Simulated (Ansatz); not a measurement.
System: CH2NO (charge +1, singlet). It need not be the lowest isomer of its formula. 
Coordinates optimised at B3LYP-D3(BJ)/def2-TZVP (Ansatz, an electronic-structure program):
SMILES: C(=O)=[NH2+]
```xyz
5

N     -1.0662     0.2609     0.2152
C      0.1427    -0.0349    -0.0288
O      1.2156    -0.2974    -0.2454
H     -1.6361    -0.3425     0.8095
H     -1.4816     1.1053    -0.1801
```
Charge +1, spin multiplicity 1.

Quantity: vertical ionisation energy (to the doublet state of charge +2; each state is the SCF solution reached for its spin; the UHF <S^2> is 0.98 for the doublet (pure: 0.75)), in eV. Cores are frozen in the correlated levels unless marked. Open shells are spin-unrestricted. Spin-orbit coupling is left out. No relativistic terms. CBS(X,Y): correlation extrapolated as X^-3; Hartree-Fock from the larger set. [CCSD(T)-MP2]/basis is that difference in the basis named.

RI-MP2/CBS(aug-cc-pVTZ,aug-cc-pVQZ)+[CCSD(T)-MP2]/aug-cc-pVTZ (Ansatz) gives 20.25 eV.

Another calculation gave 20.08 eV. Which level was it?
A. SVWN5/def2-TZVPD (Ansatz)
B. wB97X-V/def2-TZVPD (Ansatz)
C. PBE/def2-TZVPD (Ansatz)

C, PBE/def2-TZVPD (Ansatz). The others give 20.20 (wB97X-V), 20.39 (SVWN5) eV.
